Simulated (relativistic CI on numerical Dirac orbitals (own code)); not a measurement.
# d3 in a ligand field

Computed with a parametric ligand-field model of a d^n configuration (Racah B and C, spin-orbit zeta, crystal field), exact diagonalisation.

Field parameters in Wybourne normalisation: Oh B⁴₀ = 21Dq, B⁴₄ = √(5/14) B⁴₀; Td as Oh with Dq negative (B⁴₀ = 21Dq, B⁴₄ = √(5/14) B⁴₀). The field is a parameter set, without covalency.

Lowest levels for B = 470, C = 2360, ζ = 800 cm⁻¹, Td, 10Dq = -10800 cm⁻¹?

Γ8 0 (S 1.20), Γ7 858 (S 1.50), Γ8 1564 (S 1.44), Γ8 2183 (S 1.02), Γ6 2192 (S 1.50), Γ8 10067 (S 1.10), Γ6 10177 (S 0.70), Γ7 10228 (S 1.06), Γ8 10689 (S 0.76) cm⁻¹, with S from ⟨S²⟩ = S(S + 1). The ground level has 2.31 electrons in the cubic e pair; its S is far from a half-integer, so spin-orbit coupling mixes spin states.

Lowest levels for B = 610, C = 2350, ζ = 260 cm⁻¹, Oh, 10Dq = 15350 cm⁻¹?

Γ8 0 (S 1.50), Γ8 11510 (S 0.51), Γ8 12057 (S 0.50), Γ6 12135 (S 0.51), Γ7 15246 (S 1.50), Γ8 15306 (S 1.50), Γ6 15436 (S 1.50), Γ8 15440 (S 1.49), Γ8 17533 (S 0.51) cm⁻¹, with S from ⟨S²⟩ = S(S + 1). The ground level has 0.00 electrons in the cubic e pair.

Lowest levels for B = 440, C = 2230, ζ = 760 cm⁻¹, Td, 10Dq = -7200 cm⁻¹?

Γ8 0 (S 1.45), Γ7 364 (S 1.50), Γ8 1114 (S 1.49), Γ6 1678 (S 1.49), Γ8 3940 (S 0.60), Γ8 6867 (S 1.43), Γ7 6944 (S 1.46), Γ6 7445 (S 1.44), Γ8 7628 (S 1.47) cm⁻¹, with S from ⟨S²⟩ = S(S + 1). The ground level has 1.98 electrons in the cubic e pair.

Lowest levels for B = 340, C = 1550, ζ = 340 cm⁻¹, Td, 10Dq = -4550 cm⁻¹?

Γ8 0 (S 1.48), Γ7 100 (S 1.50), Γ8 459 (S 1.50), Γ6 710 (S 1.50), Γ8 3018 (S 0.54), Γ7 4223 (S 1.49), Γ8 4231 (S 1.48), Γ6 4454 (S 1.49), Γ8 4503 (S 1.49) cm⁻¹, with S from ⟨S²⟩ = S(S + 1). The ground level has 1.94 electrons in the cubic e pair.

Lowest levels for B = 540, C = 2090, ζ = 700 cm⁻¹, Td, 10Dq = -9750 cm⁻¹?

Γ8 0 (S 1.29), Γ7 609 (S 1.50), Γ8 1273 (S 1.47), Γ6 1815 (S 1.50), Γ8 2066 (S 0.88), Γ8 9060 (S 1.23), Γ7 9206 (S 1.24), Γ6 9393 (S 0.91), Γ8 9802 (S 1.06) cm⁻¹, with S from ⟨S²⟩ = S(S + 1). The ground level has 2.21 electrons in the cubic e pair; its S is far from a half-integer, so spin-orbit coupling mixes spin states.
